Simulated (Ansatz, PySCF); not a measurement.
C3H9BO2, SMILES C(O)B(C)OC. Atoms are numbered in the order given.

```xyz
15

C      2.4416    -0.2528    -0.1800
O      1.2428     0.4766    -0.3394
B      0.0207    -0.0191    -0.0022
C     -0.1769    -1.4603     0.6010
C     -1.1829     0.9788    -0.2691
O     -2.4270     0.4053     0.1014
H      2.4321    -1.1844    -0.7711
H      3.2761     0.3738    -0.5279
H      2.6185    -0.5179     0.8764
H      0.2084    -2.2336    -0.0884
H      0.3950    -1.5786     1.5394
H     -1.2357    -1.6677     0.8056
H     -1.1554     1.2641    -1.3443
H     -0.9726     1.9203     0.2854
H     -3.1254     1.0458    -0.0779
```

The structure is a stationary point at B3LYP-D3(BJ)/def2-SVP. The structure was generated by enumeration, and PubChem lists no compound with its InChIKey, so it may never have been made. Other conformers were not sampled.

Two levels are set side by side: PBE-D3(BJ)/def2-SVP (Ansatz, a first-principles code) and B3LYP-D3(BJ)/def2-SVP (Ansatz). Each level has its own optimised geometry; the coordinates shown are those of the second. Frequencies come from the Hessian of PySCF at each geometry. Differences are taken from unrounded values.

```tsv
quantity	B3LYP-D3(BJ)
mean bond length (Å)	1.226
bond C1–O2 (Å)	1.412
bond O2–B3 (Å)	1.361
bond B3–C4 (Å)	1.575
bond B3–C5 (Å)	1.586
bond C5–O6 (Å)	1.419
bond C1–H7 (Å)	1.103
bond C1–H8 (Å)	1.100
bond C1–H9 (Å)	1.103
bond C4–H10 (Å)	1.105
bond C4–H11 (Å)	1.105
bond C4–H12 (Å)	1.098
bond C5–H13 (Å)	1.113
bond C5–H14 (Å)	1.113
bond O6–H15 (Å)	0.964
highest harmonic wavenumber (cm⁻¹)	3826
mean harmonic wavenumber (cm⁻¹)	1405
zero-point energy (kcal/mol)	78.33
```

Task: What does PBE-D3(BJ) give, and how far is it from B3LYP-D3(BJ)? (The exact figures need the calculation; the answer reports its results.)

Result: 
| quantity | PBE-D3(BJ) | PBE-D3(BJ) minus B3LYP-D3(BJ) |
|---|---|---|
| mean bond length (Å) | 1.233 | 0.007 |
| bond C1–O2 (Å) | 1.418 | 0.005 |
| bond O2–B3 (Å) | 1.370 | 0.009 |
| bond B3–C4 (Å) | 1.577 | 0.002 |
| bond B3–C5 (Å) | 1.590 | 0.004 |
| bond C5–O6 (Å) | 1.422 | 0.003 |
| bond C1–H7 (Å) | 1.112 | 0.008 |
| bond C1–H8 (Å) | 1.108 | 0.008 |
| bond C1–H9 (Å) | 1.112 | 0.008 |
| bond C4–H10 (Å) | 1.112 | 0.007 |
| bond C4–H11 (Å) | 1.112 | 0.007 |
| bond C4–H12 (Å) | 1.106 | 0.008 |
| bond C5–H13 (Å) | 1.122 | 0.009 |
| bond C5–H14 (Å) | 1.122 | 0.009 |
| bond O6–H15 (Å) | 0.973 | 0.008 |
| highest harmonic wavenumber (cm⁻¹) | 3717 | -109 |
| mean harmonic wavenumber (cm⁻¹) | 1366 | -39 |
| zero-point energy (kcal/mol) | 76.16 | -2.17 |

Exact exchange shortens and stiffens bonds; PBE has none. Differences between two approximate levels are no errors against the true value.
